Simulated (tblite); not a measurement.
Start geometry of `C#C[SiH2]n1ncc(F)c1C` from a force field or distance geometry (Å):
```
atom  x, y, z in Å
C1     3.319   -0.412    1.366
C2     2.608   -0.112    0.424
Si3    1.531    0.339   -1.025
N4    -0.140   -0.282   -0.838
N5    -0.610   -1.273   -1.640
C6    -1.861   -1.485   -1.219
C7    -2.174   -0.644   -0.152
F8    -3.329   -0.598    0.515
C9    -1.066    0.127    0.106
C10   -0.873    1.182    1.135
H11    3.929   -0.674    2.190
H12    1.458    1.827   -1.117
H13    2.142   -0.141   -2.281
H14   -2.464   -2.234   -1.702
H15   -1.787    1.345    1.715
H16   -0.079    0.903    1.844
H17   -0.610    2.144    0.670
```

What comes out of this run: GFN2-xTB geometry optimisation, gas phase (tblite 0.8.0)?

```
atom  x, y, z in Å
C1     3.0963   -0.3549    1.4156
C2     2.4879   -0.0583    0.4212
Si3    1.5356    0.3736   -1.1072
N4    -0.1099   -0.2037   -0.8389
N5    -0.5906   -1.1562   -1.6586
C6    -1.8032   -1.4471   -1.2495
C7    -2.1193   -0.6608   -0.1311
F8    -3.2669   -0.6712    0.5700
C9    -1.0192    0.1284    0.1135
C10   -0.7720    1.1510    1.1586
H11    3.6294   -0.6133    2.2858
H12    1.4734    1.8342   -1.2279
H13    1.9797   -0.3537   -2.2841
H14   -2.3993   -2.1858   -1.7452
H15   -1.6200    1.1873    1.8380
H16    0.1292    0.9073    1.7200
H17   -0.6382    2.1351    0.7097
```

The energy falls by 0.182 eV over 81 L-BFGS steps, the largest force on an atom goes from 1.91 to 0.008 eV/Å, and the atoms move by 0.165 Å rms after alignment. The bond that changes most is Si3–N4 (SiH2 silicon to pyrrole-type nitrogen), which shortens by 0.029 Å. Bonds longer at the end by more than 0.005 Å: 2 of 17; shorter: 13. Among the angles that change most is H12–Si3–H13, from 107.0° to 116.4°. Among the dihedrals that turn most is H13–Si3–N4–C9, from -170° to 180°. Rotational constants go from 2151, 706.3, 610.1 to 2116, 751.1, 637.7 MHz. The orientation of the end geometry is arbitrary; only internal coordinates are fixed.

On one thread of an Arm Neoverse N1, shared host, this took 1.1 s of wall time.

Its GFN2-xTB frequencies are all real (lowest 34 cm⁻¹). The numbers are those of one conformer.

All values are computed, not measured.
